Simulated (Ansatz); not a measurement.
Consider the hydrogenolysis of the Al–F bond: `[NH2][Al]([OH])[F]` + H₂ → `[NH2][AlH][OH]` + H–F.

Program: Ansatz. Geometries: PBE0-D4/def2-TZVP. ΔE: electronic, gas phase. CBS: MP2 limit from def2 TZ/QZ plus the TZ coupled-cluster correction, frozen cores. This one scheme is used for every species. DFT in def2-TZVPP. One conformer a species, not always the lowest.

```json
{"level": "revPBE-D4", "ΔE (kJ/mol)": "155.0"}
{"level": "MP2/def2-QZVPP", "ΔE (kJ/mol)": "167.0"}
```

Question: What does CCSD(T)/CBS give? (Best estimate.)

Answer: The calculation gave: +161.1 kJ/mol. The listed levels differ from it by -6.1, 5.9 kJ/mol.

Largest T1 diagnostic among the species: 0.012.

Leaving LDA and LC-ωPBE aside and taking each functional with its dispersion term where it has one, the values, not all of them listed here, spread over 15.3 kJ/mol, from HSE06-D4 to r2SCAN-D4. From r2SCAN to r2SCAN0 (25 % exact exchange), in def2-TZVPP and without D4, ΔE moves by −4.0 kJ/mol.
